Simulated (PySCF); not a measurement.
# Ti: ionisation energy

Ti [Ar] 3d2 4s2 (3F) → Ti⁺ [Ar] 3d2 4s1 (4F), as a difference of total energies. Computed with PySCF 2.14 in pcseg-2 (6s4p3d2f1g, 56 functions), with the non-relativistic Hamiltonian (point nucleus). Correlated levels: valence: [Ar] frozen. The calculations carry no spin-orbit coupling.

**Question.** Order these methods by the ionisation energy they give, lowest first.
A. MP2 (valence)
B. M06-2X
C. UHF
D. SCS-MP2 (valence)

**Answer.** C (5.527 eV), A (6.246 eV), D (6.401 eV), B (7.120 eV).

These non-relativistic numbers lack the scalar-relativistic shift.

Errors of the correlated levels include the incompleteness of this basis and the frozen core.

MP2 underrates the near-degeneracy of ns² with np² in the lower species.

For comparison: 6.828 eV (measured; NIST levels, between the centres of gravity of the two terms).
